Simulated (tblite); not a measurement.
Compound: C4H14N2OSi2.
Atom-mapped SMILES: `[CH3:1][C@@H:2]1[CH2:3][NH:4][Si@@:5]([OH:6])([CH2:7][SiH3:8])[NH:9]1` (hydrogens: H10, H11, H12 on C1; H13 on C2; H14, H15 on C3; H16 on N4; H17 on O6; H18, H19 on C7; H20, H21, H22 on Si8; H23 on N9)

Computed with GFN2-xTB (tblite), gas phase: L-BFGS steps from a force-field or distance-geometry start until the largest atomic force falls under 0.01 eV/Å.

The end geometry, which sets the zero of energy:
```
atom  x, y, z in Å
C1     -2.8838    1.0524   -0.3044
C2     -1.6135    0.2472   -0.5553
C3     -1.7862   -1.2297   -0.1841
N4     -0.4629   -1.7481    0.0694
Si5     0.6362   -0.5193    0.5740
O6      1.1281   -0.4842    2.1345
C7      2.2629   -0.5829   -0.3895
Si8     3.3258    0.9605   -0.1433
N9     -0.5190    0.7264    0.2658
H10    -2.7459    2.0861   -0.6137
H11    -3.1276    1.0385    0.7553
H12    -3.7138    0.6284   -0.8645
H13    -1.3549    0.3101   -1.6245
H14    -2.2666   -1.7790   -1.0005
H15    -2.4282   -1.3061    0.7061
H16    -0.4439   -2.7045    0.3773
H17     0.4980   -0.2840    2.8236
H18     2.0640   -0.7323   -1.4488
H19     2.8256   -1.4504   -0.0530
H20     4.5643    0.8193   -0.9220
H21     3.6650    1.1534    1.2648
H22     2.6213    2.1538   -0.6324
H23    -0.2497    1.6715    0.0484
```

Problem. These geometries come from the run, each turned onto the end geometry. Order them by energy, lowest first.
A.
```
atom  x, y, z in Å
C1     -2.8513    1.0647   -0.1128
C2     -1.6821    0.2174   -0.6135
C3     -1.8186   -1.2405   -0.1275
N4     -0.5141   -1.7836    0.1960
Si5     0.6353   -0.5149    0.4748
O6      1.0039   -0.3531    2.0581
C7      2.3484   -0.6329   -0.3208
Si8     3.3290    0.9686   -0.0878
N9     -0.4447    0.7142   -0.0600
H10    -2.6915    2.1046   -0.3893
H11    -2.9035    1.0116    0.9745
H12    -3.7933    0.7169   -0.5326
H13    -1.6614    0.2434   -1.7195
H14    -2.3362   -1.8563   -0.8669
H15    -2.4219   -1.2471    0.7925
H16    -0.2698   -2.5946   -0.3442
H17     0.3034   -0.2503    2.6957
H18     2.2808   -0.8833   -1.3774
H19     2.8763   -1.4501    0.1669
H20     4.7048    0.8377   -0.5831
H21     3.3908    1.2921    1.3347
H22     2.6922    2.0540   -0.8465
H23    -0.1812    1.6086   -0.4282
```
B.
```
atom  x, y, z in Å
C1     -2.8805    1.0703   -0.2828
C2     -1.6410    0.2230   -0.5426
C3     -1.8133   -1.2286   -0.0641
N4     -0.5137   -1.7759    0.2740
Si5     0.6356   -0.5124    0.5616
O6      1.1141   -0.4433    2.1196
C7      2.2727   -0.5680   -0.3877
Si8     3.3367    0.9767   -0.1221
N9     -0.5020    0.7286    0.1924
H10    -2.7334    2.0800   -0.6591
H11    -3.0786    1.1271    0.7840
H12    -3.7464    0.6348   -0.7740
H13    -1.4376    0.2142   -1.6284
H14    -2.3205   -1.8247   -0.8245
H15    -2.4283   -1.2270    0.8453
H16    -0.2766   -2.6179   -0.2182
H17     0.4517   -0.5071    2.8044
H18     2.1040   -0.7146   -1.4545
H19     2.8231   -1.4400   -0.0402
H20     4.6822    0.7301   -0.6564
H21     3.4376    1.3394    1.2889
H22     2.7500    2.0953   -0.8771
H23    -0.2409    1.6671   -0.0553
```
C.
```
atom  x, y, z in Å
C1     -2.8733    1.0551   -0.2958
C2     -1.6056    0.2479   -0.5537
C3     -1.7893   -1.2342   -0.1984
N4     -0.4882   -1.7397    0.1573
Si5     0.6363   -0.5157    0.5943
O6      1.1612   -0.4631    2.1413
C7      2.2448   -0.5763   -0.4012
Si8     3.3217    0.9578   -0.1436
N9     -0.5156    0.7261    0.2717
H10    -2.7768    2.0655   -0.6869
H11    -3.0552    1.1103    0.7751
H12    -3.7240    0.5800   -0.7765
H13    -1.3427    0.3176   -1.6213
H14    -2.2035   -1.7794   -1.0541
H15    -2.5012   -1.3262    0.6355
H16    -0.4453   -2.7186    0.3755
H17     0.5297   -0.3221    2.8431
H18     2.0199   -0.7012   -1.4590
H19     2.8072   -1.4555   -0.0947
H20     4.5859    0.8005   -0.8773
H21     3.6050    1.1757    1.2737
H22     2.6477    2.1546   -0.6692
H23    -0.2433    1.6679    0.0472
```
D.
```
atom  x, y, z in Å
C1     -2.7755    0.9353    0.2028
C2     -1.7241    0.2748   -0.6730
C3     -1.7186   -1.2251   -0.2766
N4     -0.3899   -1.7618   -0.3532
Si5     0.5110   -0.4630    0.3774
O6      0.1381   -0.3771    1.9520
C7      2.3169   -0.6859    0.0368
Si8     3.3362    0.8897    0.0438
N9     -0.3921    0.8089   -0.3996
H10    -3.1529    1.8443   -0.2310
H11    -2.3398    1.1574    1.1680
H12    -3.5991    0.2430    0.3247
H13    -1.9617    0.3905   -1.7427
H14    -2.4723   -1.7884   -0.8319
H15    -1.9486   -1.2793    0.7813
H16    -0.1375   -1.8334   -1.3292
H17     0.3364    0.4179    2.4420
H18     2.3971   -1.1857   -0.9206
H19     2.6970   -1.3748    0.7812
H20     4.5226    0.5998   -0.7554
H21     3.7382    1.2033    1.4146
H22     2.5832    2.0158   -0.5144
H23     0.0306    1.2209   -1.2138
```
E.
```
atom  x, y, z in Å
C1     -2.8876    1.0512   -0.2872
C2     -1.6151    0.2529   -0.5511
C3     -1.7863   -1.2261   -0.1856
N4     -0.4632   -1.7441    0.0667
Si5     0.6378   -0.5167    0.5645
O6      1.1277   -0.4708    2.1249
C7      2.2651   -0.5853   -0.3954
Si8     3.3218    0.9598   -0.1397
N9     -0.5128    0.7332    0.2595
H10    -2.7704    2.0755   -0.6320
H11    -3.0976    1.0645    0.7795
H12    -3.7254    0.5977   -0.8115
H13    -1.3616    0.3189   -1.6219
H14    -2.2662   -1.7706   -1.0068
H15    -2.4255   -1.3091    0.7061
H16    -0.4352   -2.7126    0.3395
H17     0.4917   -0.2792    2.8115
H18     2.0756   -0.7469   -1.4549
H19     2.8248   -1.4486   -0.0407
H20     4.5816    0.8109   -0.8751
H21     3.6072    1.1495    1.2809
H22     2.6431    2.1515   -0.6717
H23    -0.2343    1.6715    0.0237
```

Solution. E (0.003 eV), C (0.010 eV), B (0.040 eV), A (0.078 eV), D (0.606 eV).

In the order of the answer:

```json
{"step": "189", "E above end (eV)": "0.003", "largest force (eV/Å)": "0.10", "rms force component (eV/Å)": "0.023", "rms distance from end (Å)": "0.029", "rms bond change (Å)": "0.001", "bond most changed (Å)": "Si8–H20 -0.003"}
{"step": "182", "E above end (eV)": "0.010", "largest force (eV/Å)": "0.06", "rms force component (eV/Å)": "0.017", "rms distance from end (Å)": "0.057", "rms bond change (Å)": "0.002", "bond most changed (Å)": "N4–Si5 -0.006"}
{"step": "92", "E above end (eV)": "0.040", "largest force (eV/Å)": "0.07", "rms force component (eV/Å)": "0.021", "rms distance from end (Å)": "0.196", "rms bond change (Å)": "0.003", "bond most changed (Å)": "N4–Si5 +0.008"}
{"step": "64", "E above end (eV)": "0.078", "largest force (eV/Å)": "0.16", "rms force component (eV/Å)": "0.048", "rms distance from end (Å)": "0.291", "rms bond change (Å)": "0.004", "bond most changed (Å)": "N4–Si5 +0.010"}
{"step": "5", "E above end (eV)": "0.606", "largest force (eV/Å)": "0.45", "rms force component (eV/Å)": "0.145", "rms distance from end (Å)": "0.766", "rms bond change (Å)": "0.013", "bond most changed (Å)": "Si5–C7 -0.041"}
```

What follows is the cost of the whole relaxation. Time: 3.7 s. Hardware: one thread, Arm Neoverse N1 (aarch64), on a shared host.
